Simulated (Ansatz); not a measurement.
Sc₂B₂. Total charge 0; quintet. Geometry r2SCAN-D4/def2-SVP; atoms count from 1.

```csv
atom,x (Å),y (Å),z (Å)
Sc1,0.580,-1.501,0.354
Sc2,0.775,1.451,0.081
B3,-0.922,0.113,0.570
B4,-0.434,-0.064,-1.005
```

At PBE0-D4/def2-TZVP a broken-symmetry singlet of charge 0 lies 1.03 eV below the quintet, each at its own geometry. The structure comes from a short search, and lower isomers may exist.

Question: Estimate the Mulliken populations from the PBE0/def2-TZVP orbitals of Ansatz.

Answer: 
```json
{"atom": "Sc1", "charge (e)": "0.31", "spin (α − β)": "1.39", "d electrons": "1.66"}
{"atom": "Sc2", "charge (e)": "0.31", "spin (α − β)": "1.39", "d electrons": "1.66"}
{"atom": "B3", "charge (e)": "-0.31", "spin (α − β)": "0.60", "d electrons": "–"}
{"atom": "B4", "charge (e)": "-0.31", "spin (α − β)": "0.62", "d electrons": "–"}
```
Mulliken values depend strongly on the basis.

Question: Where does the spin sit?

Answer: Summed by element: Sc 2.78, B 1.22, of 4 unpaired in all. Largest on single atoms: Sc1 1.39, Sc2 1.39, B4 0.62.

Question: And the Mayer bond orders between heavy atoms (over 0.3)?

Answer: Sc1–Sc2 1.17 (2.97 Å); Sc1–B3 1.02 (2.22 Å); Sc1–B4 1.01 (2.22 Å); Sc2–B3 1.02 (2.22 Å); Sc2–B4 1.01 (2.22 Å); B3–B4 1.33 (1.66 Å).
